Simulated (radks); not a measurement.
Spherical quantum dot in the effective-mass picture: electrons in a hard-walled sphere of radius 2.21, all in effective atomic units (hartree* = m*/eps^2 hartree, bohr* = eps/m* bohr), one dielectric constant everywhere. Method: non-relativistic Kohn-Sham, PBEsol, spin-polarised, spherical densities; computed with a radial shooting solver with Libxc functionals. Levels are named by radial order and angular momentum (1s, 1p, 1d, 2s, ...), and open shells are averaged over m.

N = 13, configuration 1s2 1p6 1d(up 5, down 0). This is the lowest configuration that the search found. Occupied and some empty levels:

level    occupation  eigenvalue (hartree*)  <r> (bohr*)
1s up             1                 8.8118        1.316
1s down           1                 8.9533        1.302
1p up             3                 9.5355        1.433
1p down           3                 9.6971        1.427
1d up             5                 10.633        1.514
1d down           0                 10.805        1.511
2s up             0                 11.986        1.034
1f up             0                 12.052        1.575
2s down           0                 12.058        1.037
1f down           0                 12.230        1.573
2p up             0                 13.911        1.170
2p down           0                 14.009        1.169

Energy (hartree*): total 78.0075, kinetic 33.167, external 0, Hartree 53.176, exchange-correlation -8.3350.

Electron density:

r (bohr*)  n(r) (e/bohr*^3)
0.114                0.1010
0.225                0.1135
0.335                0.1351
0.445                0.1664
0.555                0.2083
0.665                0.2605
0.775                0.3219
0.886                0.3894
0.996                0.4579
1.11                 0.5198
1.22                 0.5657
1.33                 0.5859
1.44                 0.5714
1.55                 0.5180
1.66                 0.4282
1.77                 0.3130
1.88                 0.1922
1.99                0.08919
2.10                0.02223
2.21             0.00004402
